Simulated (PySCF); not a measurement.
Atom-mapped SMILES (the numbers label the heavy atoms): `[CH2:1]=[N:2][B:3]1[O:4][BH:5][O:6][BH:7][O:8]1`. Hydrogens are named by the atom that carries them. Ha(C1) is cis to B3; Hb(C1) is trans to B3.

All values are calculated (PySCF 2.14): PBE0-D3(BJ)/def2-SVP geometry, NMR shieldings at PBE0/pcSseg-1/GIAO. Non-relativistic, single conformer, averaged over atoms made equivalent by symmetry, fast rotation or ring inversion, no solvent.

Scale: ¹³C and ¹H vs TMS; ¹⁵N against NH3; ¹¹B against BF3·OEt2; ¹⁷O against H2O (reference shieldings calculated alike).

```
      atoms  nucleus  count  δ (ppm)
         N2      ¹⁵N      1        ?
      O4/O8      ¹⁷O      2    188.1
         O6      ¹⁷O      1        ?
H(B5)/H(B7)       ¹H      2     4.58
         C1      ¹³C      1    160.8
      B5/B7      ¹¹B      2     26.8
     Ha(C1)       ¹H      1     8.29
     Hb(C1)       ¹H      1     8.10
         B3      ¹¹B      1        ?
```

Complete the table.

Results:


- N2: 419.3 ppm, imine nitrogen
- B3: 21.6 ppm, boron bonded to N, 2 O, in a 6-membered ring
- O6: 218.3 ppm, oxygen bonded to 2 B, in a 6-membered ring

Hydrogens on boron are broadened and split by ¹¹B (spin 3/2, 80 %) and 10B (spin 3). Shifts are as computed. Against solution values, carbons near 30 ppm lie about +2 ppm off and those near 130 ppm about +5 ppm. Of 1313 compounds with measured shifts, 239 miss one by over three times the rms of a fit or turn the order of signals round; such compounds aren't used in these exercises. Experimental scales use liquid or dissolved standards, which lie at an offset from isolated NH3 (liquid NH3: subtract about 20 ppm) and H2O (liquid H2O: subtract about 36 ppm). Unscaled 15N shifts of sp2 nitrogen come out 20 to 40 ppm too high even then.
